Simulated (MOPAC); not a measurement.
Job for MOPAC: PM3 on AlH3O2 (SMILES [OH][AlH][OH]), a point of a bond scan (R = 2.112 Å).

```
PM3 1SCF PRECISE CHARGE=0 THREADS=1
AlH3O2

Al    -0.35083796 1    -0.22531071 1    -0.18690700 1
H     -1.96557675 1    -1.28978254 1    -1.03661331 1
O     -0.12879702 1     1.39194619 1    -0.63416865 1
H      0.57601648 1     1.94766290 1    -0.29821585 1
O      0.73397506 1    -0.91514665 1     0.92276728 1
H      0.69039347 1    -1.81921166 1     1.23553693 1
```

It printed:

```
*******************************************************************************
 **                                                                           **
 **                              MOPAC v23.2.5                                **
 **                                                                           **
 *******************************************************************************
 ** MOPAC's Digital Object Identifier: https://doi.org/10.5281/zenodo.6511958 **
 **                                                                           **
 ** Please cite the open-source release paper for use of this MOPAC version:  **
 ** J. E. Moussa and J. J. P. Stewart (2026)                                  **
 ** MOPAC: An open-source semiempirical molecular orbital program             **
 ** J. Open Source Softw., 11(119), 8025, https://doi.org/10.21105/joss.08025 **
 *******************************************************************************

                              PM3 CALCULATION RESULTS

 *******************************************************************************
 *  PM3        - The PM3 Hamiltonian to be used
 *
 *
 *
 *                 CHARGE ON SYSTEM = 0
 *
 *
 *
 *  PRECISE    - TIGHTER CRITERIA TO BE USED
 *  1SCF       - DO 1 SCF AND THEN STOP
 *  THREADS=1  - MULTI-THREADING NOT USED
 *  T=         - A TIME OF 172800.0 SECONDS REQUESTED
 *  DUMP=N     - RESTART FILE WRITTEN EVERY 7200.0 SECONDS REQUESTED
 *******************************************************************************
PM3 1SCF PRECISE CHARGE=0 THREADS=1
 AlH3O2

   ATOM   CHEMICAL          X               Y               Z
  NUMBER   SYMBOL      (ANGSTROMS)     (ANGSTROMS)     (ANGSTROMS)

     1      Al         -0.35083796  *  -0.22531071  *  -0.18690700  *
     2       H         -1.96557675  *  -1.28978254  *  -1.03661331  *
     3       O         -0.12879702  *   1.39194619  *  -0.63416865  *
     4       H          0.57601648  *   1.94766290  *  -0.29821585  *
     5       O          0.73397506  *  -0.91514665  *   0.92276728  *
     6       H          0.69039347  *  -1.81921166  *   1.23553693  *



          CARTESIAN COORDINATES

    NO.       ATOM           X           Y           Z

     1        Al         -0.3508     -0.2253     -0.1869
     2         H         -1.9656     -1.2898     -1.0366
     3         O         -0.1288      1.3919     -0.6342
     4         H          0.5760      1.9477     -0.2982
     5         O          0.7340     -0.9151      0.9228
     6         H          0.6904     -1.8192      1.2355

  H: (PM3): J. J. P. STEWART, J. COMP. CHEM. 10, 209 (1989).
  O: (PM3): J. J. P. STEWART, J. COMP. CHEM. 10, 209 (1989).
 Al: (PM3): J. J. P. STEWART, J. COMP. CHEM. 10, 209 (1989).

           Empirical Formula: H3 O2 Al  =     6 atoms



      MOLECULAR POINT GROUP   :   Cs


      RHF CALCULATION, NO. OF DOUBLY OCCUPIED LEVELS = 9


 -------------------------------------------------------------------------------
 PM3 1SCF PRECISE CHARGE=0 THREADS=1
 AlH3O2



     1SCF WAS SPECIFIED, SO BFGS WAS NOT USED
     SCF FIELD WAS ACHIEVED


                              PM3 CALCULATION
                                                       MOPAC v23.2.5 Linux




          FINAL HEAT OF FORMATION =        -95.98373 KCAL/MOL =    -401.59592 KJ/MOL


          COSMO AREA              =         95.52 SQUARE ANGSTROMS
          COSMO VOLUME            =         79.66 CUBIC ANGSTROMS

          IONIZATION POTENTIAL    =          9.556830 EV
          HOMO LUMO ENERGIES (EV) =         -9.557 -1.315
          NO. OF FILLED LEVELS    =          9
          MOLECULAR WEIGHT        =         62.0040         POINT GROUP:  Cs

          MOLECULAR DIMENSIONS (Angstroms)

            Atom       Atom       Distance
            H     4    H     2     4.18162
            H     6    O     3     3.42481
           Al     1    H     4     0.00000


          SCF CALCULATIONS        =          1





   ATOM   CHEMICAL          X               Y               Z
  NUMBER   SYMBOL      (ANGSTROMS)     (ANGSTROMS)     (ANGSTROMS)

     1      Al         -0.35083796  *  -0.22531071  *  -0.18690700  *
     2       H         -1.96557675  *  -1.28978254  *  -1.03661331  *
     3       O         -0.12879702  *   1.39194619  *  -0.63416865  *
     4       H          0.57601648  *   1.94766290  *  -0.29821585  *
     5       O          0.73397506  *  -0.91514665  *   0.92276728  *
     6       H          0.69039347  *  -1.81921166  *   1.23553693  *

                             CARTESIAN COORDINATES

   1   Al       -0.350837960    -0.225310710    -0.186907000
   2    H       -1.965576750    -1.289782540    -1.036613310
   3    O       -0.128797020     1.391946190    -0.634168650
   4    H        0.576016480     1.947662900    -0.298215850
   5    O        0.733975060    -0.915146650     0.922767280
   6    H        0.690393470    -1.819211660     1.235536930


           Empirical Formula: H3 O2 Al  =     6 atoms



      MOLECULAR POINT GROUP   :   Cs


                  EIGENVALUES
 -35.91324 -35.35718 -16.82815 -16.55384 -13.22208 -13.03315 -12.56995 -11.52023
  -9.55683  -1.31515   0.32321   1.03796   2.54868   5.10488   5.21408


              NET ATOMIC CHARGES AND DIPOLE CONTRIBUTIONS

  ATOM NO.   TYPE          CHARGE      No. of ELECS.   s-Pop       p-Pop
    1         Al           0.731193        2.2688     0.55447     1.71434
    2          H          -0.148423        1.1484     1.14842
    3          O          -0.494540        6.4945     1.74542     4.74912
    4          H           0.212180        0.7878     0.78782
    5          O          -0.511993        6.5120     1.75615     4.75584
    6          H           0.211583        0.7884     0.78842
 DIPOLE           X         Y         Z       TOTAL
 POINT-CHG.    -0.041    -0.792     0.271     0.838
 HYBRID         0.716     0.005     0.556     0.906
 SUM            0.675    -0.786     0.827     1.326


          ATOMIC ORBITAL ELECTRON POPULATIONS

     Atom    s        px        py        pz
    1 Al   0.55447   0.66094   0.56372   0.48968
    2  H   1.14842
    3  O   1.74542   1.53345   1.48214   1.73354
    4  H   0.78782
    5  O   1.75615   1.73898   1.34227   1.67459
    6  H   0.78842

 **********************
 *                    *
 * JOB ENDED NORMALLY *
 *                    *
 **********************




 == MOPAC DONE ==
```

The run finished.

Cost: around 0.020 core-seconds (rough).
